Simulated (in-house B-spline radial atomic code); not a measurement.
## B97-1 excitations of F⁷⁺

Method: B97-1. Computed with an all-electron radial atomic-structure program (B-spline basis): linear response of the closed shell 1s2 with the functional's adiabatic kernel; non-relativistic, point nucleus, no spin-orbit coupling, no double excitations, S, P, D and F terms only.

Command:
```bash
python run_td.py task.json out
```
Settings (radii: box in bohr, nucleus in fm):
```
Z                        9
electrons                2
configuration            1s2
hamiltonian              nr
method                   b97_1
box_radius               12.81
intervals                47
```

Run time, properties included: 1 thread of Intel(R) Xeon(R) 6975P-C (Granite Rapids), with other jobs on the host.

The lowest states, in the order of their Tamm-Dancoff energies; the method's threshold (minus the highest occupied level) is 911.67 eV. Labels give the largest channel, * marks a mixed state, and oscillator strengths are full-response dipole values. Semilocal kernels can invert the small singlet-triplet splittings of Rydberg terms. Energies in eV:

```
     state  full response  Tamm-Dancoff  oscillator strength
1s → 2s 3S         706.99        707.01                    -
1s → 2s 1S         716.24        716.34                    -
1s → 2p 3P         717.33        717.36                    -
1s → 2p 1P              ?             ?                    ?
1s → 3s 3S         826.12        826.13                    -
1s → 3s 1S         828.25        828.28                    -
1s → 3p 3P              ?             ?                    -
1s → 3p 1P         830.64        830.64                0.133
1s → 3d 3D         831.14        831.14                    -
1s → 3d 1D         831.67        831.67                    -
```

(1) Where does 1s → 2p 1P lie?

(2) Where does 1s → 3p 3P lie?

(3) How large is the singlet-triplet splitting of 1s → 2s (S terms) in Tamm-Dancoff?

(4) What polarisabilities and dispersion coefficient does the method give?

Results:

(1) At 723.23 eV in full response, 723.26 eV in Tamm-Dancoff, oscillator strength 0.663.

(2) At 829.18 eV in full response, 829.18 eV in Tamm-Dancoff.

(3) 9.33 eV, from the unrounded values.

(4) Dipole 0.001646 bohr³, quadrupole 8.017e-05 bohr⁵, C6 6.347e-05 hartree·bohr⁶ for two such species.
